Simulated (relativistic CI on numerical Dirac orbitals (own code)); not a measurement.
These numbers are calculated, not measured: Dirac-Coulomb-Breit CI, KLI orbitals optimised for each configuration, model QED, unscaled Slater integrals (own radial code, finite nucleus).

The strongest absorption lines from the ground level of an ion, among the configurations computed and to levels below about 144 eV (vacuum wavelength in Å, gf): 113.52 (1.5), 115.47 (0.74), 116.16 (0.22), 116.62 (0.13), 118.13 (1.6), 119.01 (9.4), 119.89 (15), 120.38 (4.1).

**Question.** Which ion is it?
A. Cs17+
B. Ag9+
C. In11+
D. Sb13+

**Answer.** D. Sb13+ has 38 electrons and the ground level 4s²4p⁶4d² ³F2; the strongest line goes to 4s²4p⁶4d4f ³G°3. The pattern of lines fixes the number of electrons, and along that sequence the line energies rise steadily with the charge (about as its square where n changes within one kind of shell, about linearly where n is kept but much faster in heavy ions where fine structure, which grows about as Z⁴, sets the gap, and irregularly where shells cross), which fixes Z. Configurations outside the model, such as inner-shell arrays, can give stronger lines. At this charge energies of transitions that change n are usually good to better than 1 %, and those within a shell (Δn = 0) to a few per cent. Terms inside the open d or f shell come out 10 to 20 % too wide with unscaled integrals. Levels and lines within the n = 5 or 6 shells can be off by up to 10 % or somewhat more, and those that change n by about 2 %, since core polarisation is missing.

LS names give the leading component of a level, which can be under half, so a name can repeat, a term be missing and a line seem to break the LS rules.
